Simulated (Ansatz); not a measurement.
Input file for Ansatz (a quantum-chemistry and plane-wave program): R-wB97M-V/def2-TZVPPD on H4OSi (SMILES O[SiH3]). Files ending in .json are basis or fitting sets from the Basis Set Exchange.

Ansatz 0.2 input:
```yaml
crystal:
  periodic: [false, false, false]
  atoms:
    - {symbol: O, position_ang: [-0.21128017, 0.73650925, 3.04061681]}
    - {symbol: Si, position_ang: [0.19617471, -0.59493006, 3.91836103]}
    - {symbol: H, position_ang: [-0.24304074, 0.64594763, 2.07731843]}
    - {symbol: H, position_ang: [-0.75321059, -1.71717218, 3.70054533]}
    - {symbol: H, position_ang: [0.15965492, -0.18870650, 5.33827874]}
    - {symbol: H, position_ang: [1.55609907, -1.08977178, 3.58100540]}
basis:
  gaussian:
    orbitals: def2-TZVPPD.json
hamiltonian:
  xc: {name: wB97M-V}
scf: {lower_state_search: off}
```

Program output:

```
WARN ansatz: RAYON_NUM_THREADS=1 ignored (pool sized by the plan → 1); use --threads N
Functional definition: wB97M-V
these checks for a lower state are left out or cut short: stability, starts, cluster_reference, orbital_swaps, neighbouring_geometries, increment
integrals: 0.07 GiB planned
730 factors; their error is unknown
integrals: 0.11 GiB planned
226 factors; integrals over basis functions are off by at most 1.8e-5 eV
mean field: 0.69 GiB planned
mean field evaluation 1: about -9987.1264 eV, gradient 4.6e1 eV
mean field evaluation 2: about -9985.7701 eV, gradient 5.5e1 eV
mean field evaluation 4: about -9990.4756 eV, gradient 3.4e-1 eV
mean field evaluation 8: about -9990.4860 eV, gradient 6.7e-3 eV
mean field -9990.48601800 eV, -367.1435893667 hartree, gradient 9.7e-6 eV, S^2 0.000000; 0 other end points of the search recorded, 0 dependent functions left out
reference -9990.48607229 eV, -367.1435913619 hartree; 13, 13 occupied and 143, 143 virtual orbitals, 730 factors
Total energy: -9990.48607229 eV, -367.1435913619 hartree
Checks for a lower state left out: stability, starts, cluster_reference, orbital_swaps, neighbouring_geometries, increment
```

The calculation finished and met its thresholds.

Cost: about 2.0 core-seconds (a rough figure).
